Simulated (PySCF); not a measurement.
Run record for `C=Nc1ccc(F)cc1`: PBE/def2-SVPD, TDA, 6 singlets.

Method: TDA PBE/def2-SVPD, vertical, gas phase, core orbitals frozen in the response (PySCF 2.14.0, density-fitted response routines). Geometry: GFN2-xTB. The command runs a driver script over a list of jobs; the input below is this job's line of settings and its coordinates in Å.

Command:
```bash
OMP_NUM_THREADS=1 python probes_run.py task.json out
```

Input:
```
{"job": {"kind": "uv", "xc": "PBE", "basis": "def2-SVPD", "nstates": 6, "ntriplets": 5, "tda": true}, "charge": 0, "multiplicity": 1}
C      2.840331     0.309252     0.032949
N      1.910316    -0.249366     0.662371
C      0.578079    -0.165420     0.299958
C     -0.028857     1.049609    -0.025388
C     -1.382568     1.104967    -0.295392
C     -2.119969    -0.064147    -0.254316
F     -3.441640    -0.015720    -0.527957
C     -1.544626    -1.281870     0.067695
C     -0.197022    -1.325815     0.358976
H      2.716584     0.862141    -0.902698
H      3.843193     0.224308     0.426016
H      0.563714     1.952744    -0.035667
H     -1.867279     2.037379    -0.539177
H     -2.154217    -2.171230     0.096034
H      0.279548    -2.258842     0.614686
```

Output:
```
coarse grid: 13472 points
cycle   1  E = -423.9720128518  dE =  1.274e+00  |g| = 5.683e-01  |ddm| = 1.066e+01
cycle   2  E = -423.8432235805  dE =  1.288e-01  |g| = 9.335e-01  |ddm| = 4.643e+00
cycle   3  E = -424.0305611355  dE = -1.873e-01  |g| = 2.889e-01  |ddm| = 3.102e+00
cycle   4  E = -424.0506958107  dE = -2.013e-02  |g| = 6.872e-02  |ddm| = 6.467e-01
cycle   5  E = -424.0516568565  dE = -9.610e-04  |g| = 2.591e-02  |ddm| = 2.391e-01
cycle   6  E = -424.0518211678  dE = -1.643e-04  |g| = 5.097e-03  |ddm| = 9.475e-02
cycle   7  E = -424.0518244631  dE = -3.295e-06  |g| = 3.472e-03  |ddm| = 2.032e-02
cycle   8  E = -424.0518276902  dE = -3.227e-06  |g| = 4.965e-04  |ddm| = 8.467e-03
final grid: 133288 points
cycle   9  E = -424.1310144150  dE = -4.519e-05  |g| = 1.395e-02  |ddm| = 3.356e-01
cycle  10  E = -424.1309072273  dE =  1.072e-04  |g| = 2.641e-02  |ddm| = 1.093e-01
cycle  11  E = -424.1310548328  dE = -1.476e-04  |g| = 5.435e-03  |ddm| = 6.892e-02
cycle  12  E = -424.1310613381  dE = -6.505e-06  |g| = 1.518e-03  |ddm| = 1.049e-02
cycle  13  E = -424.1310618301  dE = -4.920e-07  |g| = 3.659e-04  |ddm| = 4.139e-03
cycle  14  E = -424.1310618618  dE = -3.175e-08  |g| = 9.141e-05  |ddm| = 1.355e-03
cycle  15  E = -424.1310618639  dE = -2.069e-09  |g| = 4.149e-05  |ddm| = 2.986e-04
cycle  16  E = -424.1310618644  dE = -4.854e-10  |g| = 9.249e-06  |ddm| = 1.142e-04
converged SCF energy = -424.1310618644

Static polarisability (au): isotropic 94.276, principal 54.724 91.309 136.796

Singlet excitations
state   eV       nm        f      main configurations
  1   3.8605    321.2   0.11290   H->L 0.92
  2   4.3261    286.6   0.00897   H->L+1 0.68, H-1->L 0.19, H-2->L 0.10
  3   4.8477    255.8   0.02388   H-1->L 0.63, H->L+2 0.12, H->L+1 0.08
  4   4.8912    253.5   0.02318   H-2->L 0.68
  5   5.5928    221.7   0.02352   H-1->L+1 0.33, H-2->L+1 0.28, H-1->L+2 0.16
  6   5.6874    218.0   0.09061   H->L+3 0.37, H->L+2 0.33, H-2->L+1 0.11

Triplet excitations (Tamm-Dancoff, eV): 2.9748 3.7812 4.0964 4.4141 4.4648
```

The SCF starts on a coarse grid where the log names one; the energy can jump when the final grid takes over, and dE then counts from the start density on the new grid. H and L stand for HOMO and LUMO; the number after each pair is its weight.

Task: How does the lowest singlet excitation compare with the HOMO–LUMO gap?

Result: HOMO -5.54 eV and LUMO -2.25 eV give a gap of 3.29 eV; S1 at 3.86 eV lies 0.57 eV above it.

Task: Give S1 in cm⁻¹ and kJ/mol.

Result: 3.8605 eV × 8065.54 = 31137 cm⁻¹; × 96.485 = 372.5 kJ/mol.

In short: SCF converged in 16 cycles with 231 basis and 841 fitting functions; HOMO -5.54 eV, LUMO -2.25 eV; lowest singlet 3.86 eV; lowest triplet 2.97 eV (Tamm–Dancoff); mean polarisability 94.3 au.

Task: How long does this job take on Arm Neoverse V1, one thread, no GPU, shared host? And the peak memory of the process?

Result: About 48 s, with 0.73 GiB resident at the peak, the Python interpreter and its libraries included.

Shape of the structure used: `[CH2:1]=[N:2][c:3]1[cH:4][cH:5][c:6]([F:7])[cH:8][cH:9]1`: C1–N2–C3–C4 -47°.

One conformer stands for the species.
